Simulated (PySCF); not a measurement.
Input for PySCF: R-M06-2X/def2-TZVPPD on C3H2O2 (a complex).

```python
from pyscf import gto, dft

mol = gto.M(
    atom='''
    C    -0.25987322   -0.20793215    0.02192014
    C     0.69974007    0.47245977    0.24396862
    H    -1.11269020   -0.81227729   -0.17069917
    H     1.55059424    1.07552747    0.44889825
    O    -1.22060124   -0.83755856    3.10823029
    C    -0.29078035   -0.17549460    3.31211907
    O     0.63622013    0.48485794    3.53382269
    ''',
    basis='def2-tzvppd',
    charge=0, spin=0, verbose=4, max_memory=1800)
mf = dft.RKS(mol, xc='m062x').density_fit(auxbasis='def2-universal-jkfit')
mf.grids.level = 4
mf.conv_tol = 1e-9
mf.max_cycle = 150
mf.kernel()
mf.dip_moment()
```

The log:

```
PySCF version 2.14.0

[INPUT] verbose = 4
[INPUT] num. atoms = 7
[INPUT] num. electrons = 36
[INPUT] charge = 0
[INPUT] spin (= nelec alpha-beta = 2S) = 0
[INPUT] symmetry False subgroup None
[INPUT] Mole.unit = angstrom
[INPUT] Symbol           X                Y                Z      unit          X                Y                Z       unit  Magmom
[INPUT]  1 C     -0.259873220000  -0.207932150000   0.021920140000 AA   -0.491089212909  -0.392934815992   0.041423061212 Bohr   0.0
[INPUT]  2 C      0.699740070000   0.472459770000   0.243968620000 AA    1.322317090684   0.892819570175   0.461033874788 Bohr   0.0
[INPUT]  3 H     -1.112690200000  -0.812277290000  -0.170699170000 AA   -2.102679739488  -1.534981615304  -0.322574680991 Bohr   0.0
[INPUT]  4 H      1.550594240000   1.075527470000   0.448898250000 AA    2.930198443928   2.032452357746   0.848294750297 Bohr   0.0
[INPUT]  5 O     -1.220601240000  -0.837558560000   3.108230290000 AA   -2.306602050905  -1.582756291685   5.873703980177 Bohr   0.0
[INPUT]  6 C     -0.290780350000  -0.175494600000   3.312119070000 AA   -0.549495223905  -0.331636730340   6.258997934249 Bohr   0.0
[INPUT]  7 O      0.636220130000   0.484857940000   3.533822690000 AA    1.202281800635   0.916248715921   6.677957056874 Bohr   0.0

nuclear repulsion = 130.362865742441
number of shells = 81
number of NR pGTOs = 304
number of NR cGTOs = 225
basis = def2-tzvppd
ecp = {}


******** <class 'pyscf.df.df_jk.DFRKS'> ********
method = DFRKS
initial guess = minao
damping factor = 0
level_shift factor = 0
DIIS = <class 'pyscf.scf.diis.CDIIS'>
diis_start_cycle = 1
diis_space = 8
diis_damp = 0
SCF conv_tol = 1e-09
SCF conv_tol_grad = None
SCF max_cycles = 150
direct_scf = False
XC library pyscf.dft.libxc version 7.1.2
    S. Lehtola, C. Steigemann, M. J. T. Oliveira, and M. A. L. Marques,  SoftwareX 7, 1–5 (2018)
XC functionals = m062x
    Y. Zhao and D. G. Truhlar,  Theor. Chem. Acc. 120, 215 (2008)
    Y. Zhao and D. G. Truhlar,  Theor. Chem. Acc. 120, 215 (2008)
radial grids:
    Treutler-Ahlrichs [JCP 102, 346 (1995); DOI:10.1063/1.469408] (M4) radial grids

becke partition: Becke, JCP 88, 2547 (1988); DOI:10.1063/1.454033
pruning grids: <function nwchem_prune>
grids dens level: 4
symmetrized grids: False
atomic radii adjust function: <function treutler_atomic_radii_adjust>
small_rho_cutoff = 0
Set gradient conv threshold to 3.16228e-05
Initial guess from minao.
tot grids = 173760
******** <class 'pyscf.df.df.DF'> ********
auxbasis = def2-universal-jkfit
init E= -266.609965186959

WARN: 1 small eigenvectors of overlap matrix removed because of linear dependency between AOs.


  HOMO = -0.340780276437494  LUMO = -0.00868555689125119  gap/eV = 9.03676
cycle= 1 E= -265.785512641816  delta_E= 0.824  |g|= 0.859  |ddm|= 4.56
  HOMO = -0.329043149506431  LUMO = -0.00159221195177395  gap/eV = 8.91039
cycle= 2 E= -265.701080517847  delta_E= 0.0844  |g|= 1.17  |ddm|= 1.21
  HOMO = -0.353774907047873  LUMO = 0.00291911645960852  gap/eV = 9.70614
cycle= 3 E= -265.926419103285  delta_E= -0.225  |g|= 0.0526  |ddm|= 0.589
  HOMO = -0.369706209666053  LUMO = 0.0032365763492237  gap/eV = 10.14829
cycle= 4 E= -265.926982360835  delta_E= -0.000563  |g|= 0.0234  |ddm|= 0.0974
  HOMO = -0.363776600602087  LUMO = 0.00332045498140587  gap/eV = 9.98922
cycle= 5 E= -265.927098132518  delta_E= -0.000116  |g|= 0.00332  |ddm|= 0.0446
  HOMO = -0.36440388673727  LUMO = 0.00331852787018505  gap/eV = 10.00624
cycle= 6 E= -265.927100980776  delta_E= -2.85e-06  |g|= 0.000645  |ddm|= 0.00467
  HOMO = -0.364304310209446  LUMO = 0.00333469487407001  gap/eV = 10.00397
cycle= 7 E= -265.927101081468  delta_E= -1.01e-07  |g|= 0.000333  |ddm|= 0.000962
  HOMO = -0.364316806279379  LUMO = 0.00332852788070426  gap/eV = 10.00414
cycle= 8 E= -265.927101094119  delta_E= -1.27e-08  |g|= 0.00023  |ddm|= 0.000303
  HOMO = -0.364322687973749  LUMO = 0.00332673575683629  gap/eV = 10.00425
cycle= 9 E= -265.927101103974  delta_E= -9.86e-09  |g|= 3.44e-05  |ddm|= 0.00014
  HOMO = -0.364322090168972  LUMO = 0.0033274776356933  gap/eV = 10.00425
cycle= 10 E= -265.92710110421  delta_E= -2.36e-10  |g|= 2.27e-06  |ddm|= 2.88e-05
  HOMO = -0.364322131879632  LUMO = 0.00332743692818127  gap/eV = 10.00425
Extra cycle  E= -265.92710110421  delta_E= 1.14e-13  |g|= 2.56e-06  |ddm|= 5.05e-06
converged SCF energy = -265.92710110421
Dipole moment(X, Y, Z, Debye):  0.03036,  0.01817, -0.19303
```

The calculation finished and met its thresholds.

Cost: roughly 40 core-seconds.
